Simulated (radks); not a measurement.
Values are calculated unless marked as measured or tabulated.
All-electron atom: Xe46+ in [He] 2s2 2p4. Level of theory: Dirac Kohn-Sham, LB94 model potential, spin-unpolarised, spherical densities, finite nucleus; open shells fill j = l - 1/2 first; Fermi nuclear charge, rms radius 4.7859 fm (a radial shooting solver on a logarithmic mesh with Libxc functionals).

Normalised radial functions P(r) = r R(r) (large component), r in bohr:

r	1s1/2	2p3/2
0.001021	0.9558	0.0047
0.001362	1.2230	0.0082
0.001802	1.5449	0.0140
0.002403	1.9490	0.0242
0.003205	2.4322	0.0417
0.004274	2.9919	0.0713
0.005656	3.5926	0.1190
0.007543	4.2290	0.1990
0.01006	4.8129	0.3273
0.01342	5.2364	0.5266
0.0179	5.3660	0.8227
0.02368	5.0920	1.2232
0.03158	4.3481	1.7488
0.04212	3.2278	2.3374
0.05618	1.9896	2.8597
0.07434	0.9819	3.1137
0.09915	0.3445	2.9250
0.1322	0.0785	2.2473
0.1764	0.0101	1.3212
0.2334	0.0007	0.5603
0.3113	0.0000	0.1452

1s1/2: eigenvalue -38201 eV, 0 radial nodes, <r> = 0.0266 bohr, 90 % of the charge inside 0.0478 bohr. 2p3/2: eigenvalue -8103.9 eV, 0 radial nodes, <r> = 0.0980 bohr, 90 % of the charge inside 0.158 bohr.
